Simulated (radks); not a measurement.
Values are calculated unless marked as measured or tabulated.
The nitrogen anion N-, 8 electrons, occupied as [He] 2s2 2p4.

Code: a radial shooting solver on a logarithmic mesh with Libxc functionals. Model: non-relativistic Kohn-Sham, LDA (Slater exchange, VWN5 correlation), spin-polarised, spherical densities, point nucleus; open shells are filled with parallel spins first; hard spherical wall at 2.5 bohr.

Energy parts (eV):
total: -1431.619
kinetic: 1591.888
electron-nucleus: -3767.867
Hartree: 943.754
exchange-correlation: -199.394

Orbitals (lengths in bohr, moments of r in powers of bohr; r(max) is where P^2 peaks):
[
 {"orbital": "1s up", "occ.": "1", "eigenvalue (eV)": "-339.8258", "r(max)": "0.1495", "<r^2>": "0.07329", "<r>": "0.2325"},
 {"orbital": "1s down", "occ.": "1", "eigenvalue (eV)": "-338.5977", "r(max)": "0.1493", "<r^2>": "0.07281", "<r>": "0.2319"},
 {"orbital": "2s up", "occ.": "1", "eigenvalue (eV)": "11.5648", "r(max)": "1.056", "<r^2>": "1.579", "<r>": "1.181"},
 {"orbital": "2s down", "occ.": "1", "eigenvalue (eV)": "14.5430", "r(max)": "1.070", "<r^2>": "1.604", "<r>": "1.191"},
 {"orbital": "2p up", "occ.": "3", "eigenvalue (eV)": "24.5146", "r(max)": "1.018", "<r^2>": "1.505", "<r>": "1.141"},
 {"orbital": "2p down", "occ.": "1", "eigenvalue (eV)": "27.6074", "r(max)": "1.044", "<r^2>": "1.539", "<r>": "1.155"},
 {"orbital": "3s up", "occ.": "0", "eigenvalue (eV)": "87.2662", "r(max)": "1.863", "<r^2>": "2.366", "<r>": "1.407"},
 {"orbital": "3s down", "occ.": "0", "eigenvalue (eV)": "89.6519", "r(max)": "1.868", "<r^2>": "2.357", "<r>": "1.403"},
 {"orbital": "3p up", "occ.": "0", "eigenvalue (eV)": "87.8004", "r(max)": "1.839", "<r^2>": "2.167", "<r>": "1.322"},
 {"orbital": "3p down", "occ.": "0", "eigenvalue (eV)": "90.3397", "r(max)": "1.845", "<r^2>": "2.151", "<r>": "1.314"},
 {"orbital": "3d up", "occ.": "0", "eigenvalue (eV)": "67.9631", "r(max)": "1.597", "<r^2>": "2.506", "<r>": "1.538"},
 {"orbital": "3d down", "occ.": "0", "eigenvalue (eV)": "70.1650", "r(max)": "1.607", "<r^2>": "2.528", "<r>": "1.545"}
]

The highest occupied level is 2p down at 27.607 eV. The electron density at the nucleus is 203.7 e/bohr^3. Summed over all electrons, <r^2> = 9.381 bohr^2, which gives a Langevin (diamagnetic) susceptibility term of -7.43 x 10^-6 cm^3/mol.
